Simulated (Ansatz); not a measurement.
Relaxation of the cluster Na21 with UKS PBE/def2-SVP.

```sh
$ ansatz run in.yaml --threads 2 --pin off --events-out ev --progress --plain --max-ram 31744MiB --backend cuda --devices 0, --max-vram 18GiB
```

```yaml
crystal:
  periodic: [false, false, false]
  atoms:
    - {symbol: Na, position_ang: [2.725860, 1.994400, -1.922540]}
    - {symbol: Na, position_ang: [-4.010310, 2.786990, -1.461240]}
    - {symbol: Na, position_ang: [-3.856740, -2.924420, -2.716130]}
    - {symbol: Na, position_ang: [2.095350, 3.565580, 1.232540]}
    - {symbol: Na, position_ang: [4.924550, -0.742510, 0.877950]}
    - {symbol: Na, position_ang: [4.981070, 2.397340, 2.830550]}
    - {symbol: Na, position_ang: [-3.712630, 1.013460, 2.058410]}
    - {symbol: Na, position_ang: [2.651490, -1.990150, -1.945640]}
    - {symbol: Na, position_ang: [2.112910, -3.161490, 1.494670]}
    - {symbol: Na, position_ang: [-0.994910, -4.272780, -0.068610]}
    - {symbol: Na, position_ang: [-1.588370, 3.908080, 0.850080]}
    - {symbol: Na, position_ang: [2.974460, -0.372950, 3.796870]}
    - {symbol: Na, position_ang: [-3.966680, -2.572230, 0.872770]}
    - {symbol: Na, position_ang: [-1.108640, -1.828160, 3.094980]}
    - {symbol: Na, position_ang: [-5.732890, -0.237170, -2.001750]}
    - {symbol: Na, position_ang: [6.445090, -0.294890, 3.861050]}
    - {symbol: Na, position_ang: [0.642540, 0.242920, -4.187690]}
    - {symbol: Na, position_ang: [-0.552480, 3.427580, -2.629690]}
    - {symbol: Na, position_ang: [-0.380990, -3.192000, -3.370490]}
    - {symbol: Na, position_ang: [-3.183720, 0.488220, -4.130640]}
    - {symbol: Na, position_ang: [-0.464960, 1.764180, 3.464570]}
basis:
  gaussian: {orbitals: def2-SVP}
magnetization: {spin_polarized: true, initial_magnetization: 1}
hamiltonian: {xc: pbe}
scf: {lower_state_search: "off"}
output: {orbitals: {seedname: orbitals}}
relax: {f_tol: 0.03, max_steps: 70}
```

It took 2.2 min on 2 threads of AMD EPYC 7R13 on a shared host and a share (18 GiB) of an NVIDIA H100 80GB HBM3, peak host memory 1.1 GiB.

Positions (Å) and forces (eV/Å) at steps 1, 2, 3, 4, 5, 6, 7, 8, 9, 10, 11, 12, 13 of 33:

```xyz
21
step=1 energy=-92646.0285 eV
Na    2.726    1.994   -1.923    0.016   -0.115    0.113
Na   -4.010    2.787   -1.461    0.064   -0.009    0.038
Na   -3.857   -2.924   -2.716    0.099   -0.059    0.024
Na    2.095    3.566    1.233   -0.107   -0.090   -0.015
Na    4.925   -0.743    0.878   -0.175    0.009   -0.176
Na    4.981    2.397    2.831   -0.059    0.144   -0.074
Na   -3.713    1.013    2.058    0.052   -0.050   -0.111
Na    2.651   -1.990   -1.946   -0.032    0.082    0.088
Na    2.113   -3.161    1.495   -0.032    0.097   -0.012
Na   -0.995   -4.273   -0.069    0.002    0.089    0.007
Na   -1.588    3.908    0.850    0.013   -0.035   -0.021
Na    2.974   -0.373    3.797   -0.268    0.007   -0.079
Na   -3.967   -2.572    0.873    0.023    0.110   -0.014
Na   -1.109   -1.828    3.095    0.072    0.034   -0.113
Na   -5.733   -0.237   -2.002   -0.038    0.005    0.147
Na    6.445   -0.295    3.861    0.150   -0.122    0.117
Na    0.643    0.243   -4.188   -0.063   -0.012    0.043
Na   -0.552    3.428   -2.630   -0.007   -0.091    0.045
Na   -0.381   -3.192   -3.370    0.001    0.079   -0.012
Na   -3.184    0.488   -4.131    0.169   -0.012    0.052
Na   -0.465    1.764    3.465    0.120   -0.062   -0.046
21
step=2 energy=-92646.1823 eV
Na    2.754    1.918   -1.857    0.020   -0.109    0.104
Na   -3.970    2.796   -1.442    0.047   -0.008    0.027
Na   -3.832   -2.950   -2.690    0.076   -0.053    0.020
Na    2.046    3.530    1.225   -0.103   -0.082   -0.018
Na    4.837   -0.694    0.816   -0.146    0.021   -0.145
Na    4.943    2.425    2.791   -0.033    0.108   -0.057
Na   -3.685    1.001    2.006    0.040   -0.044   -0.104
Na    2.620   -1.998   -1.938   -0.031    0.069    0.077
Na    2.093   -3.131    1.474   -0.026    0.081   -0.004
Na   -0.982   -4.225   -0.096    0.003    0.079    0.005
Na   -1.592    3.918    0.866    0.009   -0.023   -0.011
Na    2.881   -0.332    3.730   -0.234    0.017   -0.072
Na   -3.949   -2.553    0.877    0.017    0.095   -0.010
Na   -1.087   -1.805    3.037    0.070    0.030   -0.100
Na   -5.690   -0.238   -1.905   -0.023    0.005    0.130
Na    6.387   -0.322    3.836    0.114   -0.103    0.090
Na    0.671    0.239   -4.172   -0.054   -0.005    0.030
Na   -0.504    3.376   -2.567   -0.006   -0.080    0.041
Na   -0.384   -3.162   -3.402   -0.001    0.072   -0.018
Na   -3.096    0.451   -4.036    0.152   -0.017    0.052
Na   -0.460    1.756    3.447    0.107   -0.053   -0.037
21
step=3 energy=-92646.4022 eV
Na    2.774    1.799   -1.751    0.009   -0.078    0.068
Na   -3.936    2.793   -1.428    0.022   -0.005    0.010
Na   -3.788   -2.993   -2.664    0.031   -0.030    0.021
Na    1.951    3.445    1.205   -0.059   -0.065   -0.013
Na    4.719   -0.633    0.730   -0.073    0.044   -0.041
Na    4.931    2.467    2.748   -0.010    0.020   -0.030
Na   -3.637    0.970    1.900    0.038   -0.017   -0.075
Na    2.568   -1.954   -1.880   -0.048    0.032    0.035
Na    2.071   -3.068    1.471   -0.012    0.036   -0.002
Na   -0.969   -4.139   -0.108    0.008    0.060   -0.006
Na   -1.596    3.911    0.874   -0.004   -0.006    0.007
Na    2.715   -0.279    3.643   -0.105    0.035   -0.063
Na   -3.930   -2.478    0.872    0.013    0.054   -0.006
Na   -1.023   -1.771    2.935    0.038    0.021   -0.077
Na   -5.666   -0.239   -1.778    0.018   -0.004    0.086
Na    6.388   -0.397    3.854   -0.002   -0.043    0.005
Na    0.655    0.246   -4.153   -0.006    0.007    0.013
Na   -0.486    3.292   -2.507    0.012   -0.060    0.042
Na   -0.386   -3.092   -3.433    0.003    0.047   -0.019
Na   -2.963    0.406   -3.941    0.089   -0.026    0.072
Na   -0.392    1.715    3.411    0.038   -0.022   -0.027
21
step=4 energy=-92646.5249 eV
Na    2.791    1.688   -1.663    0.003   -0.038    0.029
Na   -3.916    2.797   -1.421    0.007    0.010   -0.004
Na   -3.768   -3.037   -2.629    0.010   -0.028    0.014
Na    1.879    3.351    1.189   -0.030   -0.048   -0.010
Na    4.633   -0.559    0.694   -0.030    0.022   -0.017
Na    4.927    2.471    2.712   -0.006    0.018   -0.022
Na   -3.584    0.959    1.797    0.027   -0.001   -0.050
Na    2.488   -1.933   -1.841   -0.043    0.004    0.022
Na    2.066   -3.037    1.470    0.013    0.008    0.008
Na   -0.948   -4.053   -0.136    0.011    0.042   -0.017
Na   -1.613    3.925    0.898   -0.013    0.015    0.011
Na    2.602   -0.208    3.548   -0.045    0.030   -0.043
Na   -3.910   -2.428    0.872    0.009    0.012    0.005
Na   -0.975   -1.735    2.826    0.016    0.019   -0.052
Na   -5.611   -0.250   -1.660    0.017    0.001    0.056
Na    6.319   -0.441    3.820   -0.018   -0.037   -0.005
Na    0.682    0.265   -4.152    0.022    0.014   -0.010
Na   -0.451    3.207   -2.426    0.014   -0.040    0.044
Na   -0.387   -3.033   -3.478   -0.006    0.026   -0.026
Na   -2.844    0.349   -3.801    0.057   -0.030    0.069
Na   -0.380    1.701    3.382   -0.015    0.001   -0.001
21
step=5 energy=-92646.6281 eV
Na    2.849    1.651   -1.677    0.014   -0.027    0.009
Na   -3.904    2.848   -1.455    0.003    0.014   -0.013
Na   -3.788   -3.086   -2.590   -0.003   -0.029    0.012
Na    1.817    3.166    1.189   -0.038   -0.045   -0.014
Na    4.606   -0.545    0.657   -0.016    0.009   -0.011
Na    4.953    2.490    2.661    0.006    0.006   -0.019
Na   -3.571    0.944    1.686    0.032    0.005   -0.037
Na    2.338   -1.948   -1.768   -0.036    0.019    0.024
Na    2.120   -3.068    1.537    0.030    0.004    0.028
Na   -0.860   -3.927   -0.214   -0.004    0.032   -0.013
Na   -1.645    3.964    0.930   -0.012    0.021    0.015
Na    2.524   -0.096    3.438   -0.029    0.022   -0.034
Na   -3.891   -2.475    0.905    0.013   -0.005    0.017
Na   -0.937   -1.683    2.749    0.016    0.021   -0.050
Na   -5.536   -0.243   -1.542    0.008    0.002    0.034
Na    6.235   -0.476    3.804   -0.022   -0.033   -0.010
Na    0.756    0.295   -4.202    0.025    0.020   -0.015
Na   -0.402    3.131   -2.320    0.010   -0.032    0.035
Na   -0.450   -2.956   -3.584    0.000    0.009   -0.040
Na   -2.732    0.271   -3.655    0.042   -0.020    0.066
Na   -0.483    1.742    3.450   -0.037    0.007    0.018
21
step=6 energy=-92646.7151 eV
Na    2.903    1.620   -1.689    0.021   -0.003   -0.001
Na   -3.901    2.894   -1.491    0.003    0.011   -0.013
Na   -3.808   -3.145   -2.558    0.000   -0.014    0.013
Na    1.734    3.025    1.173   -0.034   -0.046   -0.010
Na    4.589   -0.540    0.628   -0.003    0.001   -0.004
Na    4.975    2.490    2.611    0.002   -0.007   -0.023
Na   -3.522    0.948    1.591    0.027    0.005   -0.032
Na    2.224   -1.916   -1.699   -0.040    0.023    0.023
Na    2.192   -3.084    1.613    0.026   -0.002    0.019
Na   -0.829   -3.841   -0.264    0.000    0.023   -0.016
Na   -1.681    4.021    0.965   -0.014    0.022    0.011
Na    2.463   -0.021    3.357   -0.016    0.016   -0.018
Na   -3.870   -2.510    0.948    0.004   -0.007    0.016
Na   -0.891   -1.625    2.646    0.021    0.027   -0.042
Na   -5.501   -0.241   -1.461    0.008   -0.006    0.013
Na    6.165   -0.538    3.778   -0.030   -0.025   -0.013
Na    0.823    0.337   -4.249    0.012    0.012   -0.013
Na   -0.373    3.064   -2.232    0.007   -0.023    0.030
Na   -0.469   -2.927   -3.688    0.002    0.001   -0.028
Na   -2.635    0.211   -3.502    0.034   -0.019    0.064
Na   -0.589    1.779    3.523   -0.031    0.010    0.024
21
step=7 energy=-92646.7865 eV
Na    2.970    1.631   -1.709    0.025    0.007   -0.006
Na   -3.897    2.927   -1.528    0.003    0.004   -0.012
Na   -3.809   -3.182   -2.524    0.001   -0.013    0.011
Na    1.647    2.889    1.156   -0.036   -0.046   -0.010
Na    4.585   -0.546    0.604   -0.007   -0.003   -0.011
Na    4.978    2.467    2.546   -0.002   -0.009   -0.027
Na   -3.463    0.957    1.501    0.026    0.004   -0.027
Na    2.109   -1.853   -1.632   -0.033    0.041    0.024
Na    2.259   -3.101    1.664    0.024    0.000    0.014
Na   -0.810   -3.781   -0.305   -0.010    0.010   -0.007
Na   -1.718    4.080    0.992   -0.009    0.017    0.011
Na    2.419    0.026    3.313   -0.002    0.002   -0.003
Na   -3.861   -2.535    0.989    0.009   -0.003    0.017
Na   -0.833   -1.551    2.541    0.017    0.028   -0.042
Na   -5.476   -0.255   -1.428    0.000   -0.005    0.003
Na    6.087   -0.600    3.753   -0.030   -0.023   -0.006
Na    0.856    0.367   -4.281    0.008    0.012   -0.005
Na   -0.351    3.013   -2.154    0.007   -0.013    0.019
Na   -0.471   -2.922   -3.761    0.005   -0.005   -0.022
Na   -2.545    0.154   -3.338    0.030   -0.017    0.060
Na   -0.673    1.816    3.600   -0.027    0.012    0.019
21
step=8 energy=-92646.8528 eV
Na    3.042    1.667   -1.734    0.026    0.019   -0.003
Na   -3.889    2.941   -1.561    0.009    0.001   -0.010
Na   -3.808   -3.220   -2.493    0.000   -0.010    0.010
Na    1.555    2.751    1.132   -0.030   -0.056   -0.008
Na    4.571   -0.555    0.573   -0.005    0.000   -0.011
Na    4.969    2.436    2.470   -0.006   -0.012   -0.030
Na   -3.401    0.968    1.420    0.020    0.006   -0.024
Na    2.001   -1.743   -1.559   -0.046    0.045    0.026
Na    2.319   -3.107    1.697    0.018    0.000    0.007
Na   -0.820   -3.756   -0.325   -0.006    0.001   -0.009
Na   -1.746    4.129    1.018   -0.008    0.015    0.006
Na    2.403    0.036    3.307    0.002   -0.001    0.012
Na   -3.844   -2.541    1.031    0.002    0.003    0.010
Na   -0.780   -1.473    2.425    0.024    0.031   -0.040
Na   -5.474   -0.270   -1.416   -0.001   -0.010   -0.002
Na    6.010   -0.663    3.735   -0.026   -0.020   -0.004
Na    0.879    0.402   -4.293    0.002    0.009   -0.003
Na   -0.332    2.986   -2.103    0.004   -0.001    0.008
Na   -0.457   -2.933   -3.812    0.008   -0.001   -0.009
Na   -2.458    0.098   -3.170    0.031   -0.024    0.061
Na   -0.742    1.849    3.658   -0.018    0.005    0.013
21
step=9 energy=-92646.9210 eV
Na    3.110    1.721   -1.752    0.020    0.019   -0.004
Na   -3.869    2.944   -1.591    0.012   -0.005   -0.011
Na   -3.809   -3.254   -2.466    0.000   -0.014    0.007
Na    1.474    2.598    1.108   -0.030   -0.068   -0.010
Na    4.557   -0.558    0.545   -0.011    0.000   -0.017
Na    4.954    2.403    2.395   -0.009   -0.012   -0.029
Na   -3.353    0.984    1.352    0.014    0.006   -0.017
Na    1.875   -1.620   -1.482   -0.050    0.060    0.033
Na    2.367   -3.109    1.716    0.016    0.004    0.001
Na   -0.834   -3.753   -0.343   -0.011   -0.004   -0.004
Na   -1.765    4.167    1.032   -0.002    0.010    0.005
Na    2.402    0.034    3.335    0.007   -0.006    0.023
Na   -3.835   -2.534    1.060    0.008    0.010    0.008
Na   -0.718   -1.394    2.312    0.021    0.030   -0.048
Na   -5.475   -0.292   -1.418   -0.001   -0.008   -0.004
Na    5.946   -0.718    3.722   -0.021   -0.018   -0.002
Na    0.890    0.432   -4.301    0.003    0.011    0.000
Na   -0.315    2.988   -2.081    0.007    0.008   -0.003
Na   -0.440   -2.939   -3.836    0.008    0.000   -0.004
Na   -2.373    0.035   -3.004    0.035   -0.026    0.069
Na   -0.791    1.864    3.698   -0.018    0.004    0.007
21
step=10 energy=-92646.9919 eV
Na    3.163    1.772   -1.768    0.014    0.018   -0.003
Na   -3.846    2.939   -1.619    0.018   -0.009   -0.010
Na   -3.810   -3.288   -2.445    0.002   -0.016    0.005
Na    1.401    2.443    1.083   -0.027   -0.077   -0.013
Na    4.539   -0.559    0.516   -0.016    0.000   -0.023
Na    4.936    2.373    2.328   -0.014   -0.014   -0.028
Na   -3.318    0.999    1.302    0.009    0.006   -0.010
Na    1.751   -1.491   -1.403   -0.053    0.068    0.035
Na    2.407   -3.106    1.726    0.012    0.007   -0.003
Na   -0.850   -3.757   -0.356   -0.012   -0.006   -0.005
Na   -1.772    4.194    1.041    0.002    0.005    0.003
Na    2.407    0.026    3.373    0.006   -0.008    0.031
Na   -3.820   -2.519    1.082    0.010    0.015    0.005
Na   -0.664   -1.321    2.202    0.020    0.033   -0.049
Na   -5.475   -0.311   -1.423    0.000   -0.007   -0.005
Na    5.895   -0.764    3.710   -0.016   -0.014   -0.002
Na    0.899    0.461   -4.306    0.003    0.010    0.001
Na   -0.296    3.002   -2.076    0.009    0.016   -0.011
Na   -0.423   -2.942   -3.849    0.009    0.004    0.001
Na   -2.290   -0.026   -2.843    0.041   -0.030    0.081
Na   -0.834    1.874    3.727   -0.017    0.002    0.002
21
step=11 energy=-92647.0655 eV
Na    3.203    1.820   -1.780    0.009    0.016   -0.007
Na   -3.812    2.926   -1.643    0.022   -0.012   -0.007
Na   -3.810   -3.321   -2.430    0.007   -0.017    0.002
Na    1.337    2.284    1.053   -0.028   -0.079   -0.016
Na    4.516   -0.561    0.481   -0.020   -0.002   -0.027
Na    4.911    2.343    2.266   -0.020   -0.016   -0.026
Na   -3.297    1.016    1.272    0.003    0.006   -0.003
Na    1.631   -1.360   -1.331   -0.048    0.063    0.031
Na    2.436   -3.097    1.726    0.003    0.009   -0.007
Na   -0.866   -3.764   -0.369   -0.010   -0.004   -0.004
Na   -1.771    4.211    1.045    0.006    0.001    0.000
Na    2.412    0.016    3.423   -0.002   -0.008    0.032
Na   -3.805   -2.497    1.096    0.013    0.016    0.002
Na   -0.621   -1.254    2.104    0.016    0.030   -0.046
Na   -5.470   -0.329   -1.431    0.003   -0.004   -0.005
Na    5.856   -0.801    3.697   -0.011   -0.008   -0.004
Na    0.906    0.487   -4.309    0.004    0.010    0.001
Na   -0.276    3.029   -2.087    0.014    0.019   -0.014
Na   -0.403   -2.939   -3.851    0.011    0.006    0.002
Na   -2.203   -0.088   -2.677    0.044   -0.030    0.095
Na   -0.873    1.880    3.744   -0.015    0.003    0.002
21
step=12 energy=-92647.1300 eV
Na    3.229    1.861   -1.796    0.005    0.014   -0.010
Na   -3.772    2.909   -1.662    0.023   -0.010   -0.005
Na   -3.803   -3.351   -2.422    0.013   -0.014   -0.001
Na    1.281    2.142    1.022   -0.026   -0.069   -0.018
Na    4.488   -0.565    0.442   -0.019   -0.002   -0.028
Na    4.877    2.313    2.212   -0.026   -0.017   -0.025
Na   -3.289    1.033    1.261   -0.003    0.007    0.004
Na    1.537   -1.251   -1.275   -0.035    0.048    0.017
Na    2.449   -3.085    1.719   -0.008    0.007   -0.008
Na   -0.879   -3.771   -0.380   -0.005   -0.003   -0.003
Na   -1.762    4.220    1.043    0.008   -0.002   -0.004
Na    2.410    0.004    3.476   -0.011   -0.006    0.029
Na   -3.787   -2.473    1.103    0.013    0.015    0.001
Na   -0.593   -1.199    2.026    0.007    0.023   -0.034
Na   -5.461   -0.341   -1.440    0.005    0.001   -0.005
Na    5.826   -0.825    3.681   -0.007   -0.001   -0.007
Na    0.911    0.509   -4.309    0.001    0.008    0.002
Na   -0.251    3.062   -2.105    0.018    0.018   -0.012
Na   -0.382   -2.930   -3.846    0.013    0.009    0.002
Na   -2.122   -0.145   -2.506    0.045   -0.029    0.102
Na   -0.906    1.884    3.755   -0.011    0.002    0.003
21
step=13 energy=-92647.1784 eV
Na    3.236    1.885   -1.817    0.006    0.016   -0.012
Na   -3.732    2.893   -1.670    0.023   -0.009   -0.006
Na   -3.779   -3.370   -2.423    0.013   -0.005   -0.001
Na    1.237    2.036    0.990   -0.025   -0.055   -0.019
Na    4.458   -0.571    0.399   -0.012   -0.005   -0.018
Na    4.829    2.285    2.170   -0.029   -0.016   -0.024
Na   -3.298    1.046    1.274   -0.009    0.011    0.011
Na    1.489   -1.187   -1.255   -0.021    0.025    0.007
Na    2.432   -3.074    1.707   -0.012    0.006   -0.006
Na   -0.882   -3.777   -0.385    0.004   -0.005   -0.002
Na   -1.748    4.217    1.035    0.009   -0.002   -0.005
Na    2.390   -0.007    3.520   -0.010   -0.007    0.024
Na   -3.767   -2.450    1.103    0.008    0.011   -0.001
Na   -0.587   -1.164    1.977    0.000    0.016   -0.023
Na   -5.450   -0.338   -1.448    0.009    0.001   -0.008
Na    5.811   -0.823    3.665   -0.009    0.005   -0.011
Na    0.910    0.522   -4.308   -0.004    0.008   -0.002
Na   -0.220    3.092   -2.123    0.015    0.018   -0.011
Na   -0.359   -2.914   -3.844    0.012    0.010    0.001
Na   -2.046   -0.190   -2.332    0.038   -0.024    0.101
Na   -0.924    1.888    3.763   -0.007    0.001    0.005
```

The structure comes from a short search, and lower isomers may exist.
